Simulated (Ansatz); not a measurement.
Ansatz (a quantum-chemistry and plane-wave program) input (wB97M-V/def2-TZVPD):

Ansatz 0.2 input:
```yaml
crystal:
  periodic: [false, false, false]
  atoms:
    - {symbol: Sr, position_ang: [-0.08053828, -0.54825205, -0.21537451]}
    - {symbol: Cl, position_ang: [1.80220743, 1.00554733, -1.39944353]}
    - {symbol: Cl, position_ang: [-1.62218068, 0.21995724, 1.88086892]}
basis:
  gaussian:
    orbitals: def2-TZVPD
hamiltonian:
  xc: {name: wB97M-V}
total_charge: -1
magnetization: {spin_polarized: true, initial_magnetization: 1}
output: {forces: true}
```

End of the output:

```
integrals: 0.08 GiB planned
873 factors; their error is unknown
integrals: 0.11 GiB planned
221 factors; integrals over basis functions are off by at most 3.9e-5 eV
mean field: 0.97 GiB planned
mean field evaluation 1: about -25884.1340 eV, gradient 5.4e0 eV
mean field evaluation 2: about -25884.5843 eV, gradient 2.5e0 eV
mean field evaluation 4: about -25884.6857 eV, gradient 4.5e-1 eV
mean field evaluation 8: about -25884.7307 eV, gradient 7.1e-2 eV
mean field evaluation 16: about -25884.7309 eV, gradient 7.1e-4 eV
mean field -25884.73090982 eV, -951.2463156351 hartree, gradient 2.0e-5 eV, S^2 0.750306; 0 other end points of the search recorded, 0 dependent functions left out
the calculation of the forces begins
reference -25884.73095070 eV, -951.2463171374 hartree; 23, 22 occupied and 102, 103 virtual orbitals, 873 factors
Total energy: -25884.73095070 eV, -951.2463171374 hartree
Atom 0 at    -0.080538    -0.548252    -0.215375 Å, force    -0.003962    -0.026971    -0.010595 eV/Å
Atom 1 at     1.802207     1.005547    -1.399444 Å, force     0.026786     0.019176    -0.018463 eV/Å
Atom 2 at    -1.622181     0.219957     1.880869 Å, force    -0.022824     0.007795     0.029059 eV/Å
Dipole moment:    -0.020202    -0.137525    -0.054025 e Å
```
